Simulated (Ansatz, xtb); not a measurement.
## C5H9NO: 7 structures ranked

7 gas-phase structures of C5H9NO, from a drawn sample of its isomers (lower ones may exist). Each was relaxed with GFN2-xTB; where two conformers were screened, the lower at r2SCAN-D4/def2-SVP is listed:

A. `C/C=C(\C)NC=O`, a singlet
B. `C/C=C(C)/N=C\O`, a singlet
C. `CC/C(C)=N/C=O`, a singlet
D. `C/C=C(C)/N=C/O`, a singlet
E. `C/C=C(C)\N=C/O`, a singlet
F. `CC/C(C)=N\C=O`, a singlet
G. `C/C=C(C)\N=C\O`, a singlet

**Question.** Make a reasoned guess at their ranking by r2SCAN-D4/def2-SVP single-point energy.

**Answer.** Calculated order at r2SCAN-D4/def2-SVP: A (0.000), C (0.307), F (0.333), E (0.589), G (0.613), D (0.704), B (0.707) eV. Less than 1 kcal/mol parts C and F; E and G; D and B, so the order within those pairs means little.

Energies above the lowest of each column, in eV; the last columns are at PBE0-D3(BJ)/def2-SVP geometries and were run for some of them only (a dash: not run or not comparable):

```csv
structure,GFN2-xTB,HF/STO-3G,r2SCAN-D4/def2-SVP,PBE0-D3(BJ)/def2-SVP,CCSD(T)/def2-SVP + ΔMP2/def2-TZVPP
A,0.030,0.000,0.000,0.000,0.000
C,0.010,0.083,0.307,0.254,0.117
F,0.000,0.099,0.333,0.277,0.127
E,0.325,0.404,0.589,0.556,0.356
G,0.383,0.320,0.613,0.546,0.365
D,0.432,0.395,0.704,–,–
B,0.343,0.467,0.707,–,–
```

CCSD(T)/def2-SVP + ΔMP2/def2-TZVPP puts A lowest of those it was run on; GFN2-xTB picks F. Some further structures that were screened fall inside this span and aren't listed. Flexible structures stand in one conformer each, not always the lowest. Frequencies (GFN2-xTB) were run for A, C, E, F, G alone. The ΔMP2 step shifts differences by up to 0.145 eV, which makes them less sure. ΔMP2 is the change of the MP2 energy from the smaller to the larger basis.

Over these structures GFN2-xTB departs from r2SCAN-D4/def2-SVP by 0.084 eV on average once a common shift is removed. A GFN2-xTB relaxation took about 0.099 s and the r2SCAN-D4/def2-SVP energy about 3 s on a shared host (Ansatz 0.2.0, xtb 6.7.1).
